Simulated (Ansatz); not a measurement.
Gas-phase electronic energies from Ansatz, PBE0-D4/def2-TZVP geometries. CBS: MP2 limit from def2 TZ/QZ plus the TZ coupled-cluster correction, frozen cores. DFT in def2-TZVPP. B3LYP here is the variant with VWN-RPA as its local correlation; programs differ in this. Each species was taken in one conformer, which may not be the lowest.

Reaction (formal exchange of groups at the Si–Si bond): `BN[SiH2][SiH3]` + `CB[SiH2]O` → `CB[SiH](O)[SiH3]` + `BN[SiH3]`

| level | ΔE (kJ/mol) | difference from CCSD(T)/CBS |
| --- | --- | --- |
| PBE-D4 | -7.8 | -2.8 |
| r2SCAN-D4 | -7.5 | -2.5 |
| PBE0-D4 | -6.3 | -1.3 |
| B3LYP-D4 | -5.9 | -0.9 |
| ωB97X-V | -4.2 | 0.8 |
| ωB97M-V | -5.7 | -0.7 |
| B2PLYP | -4.6 | 0.4 |
| r2SCAN | -7.1 | -2.1 |
| PBE0 | -5.2 | -0.2 |
| B3LYP | -3.9 | 1.1 |
| HF/def2-TZVPP | -0.4 | 4.6 |
| SCS-MP2/def2-TZVPP | -4.5 | 0.5 |
| MP2/def2-QZVPP | -5.9 | -0.9 |
| SCS-MP2/def2-QZVPP | -4.4 | 0.6 |
| MP2/CBS(def2) | -5.9 | -0.9 |
| CCSD/CBS(def2) | -3.8 | 1.2 |
| CCSD(T)/CBS | -5.0 | 0 |

Largest T1 diagnostic among the species: 0.013.

In def2-TZVPP, CCSD(T) changes the Hartree–Fock value by −4.7 kJ/mol (the triples alone add −1.2 kJ/mol) and MP2 by −5.5 kJ/mol.
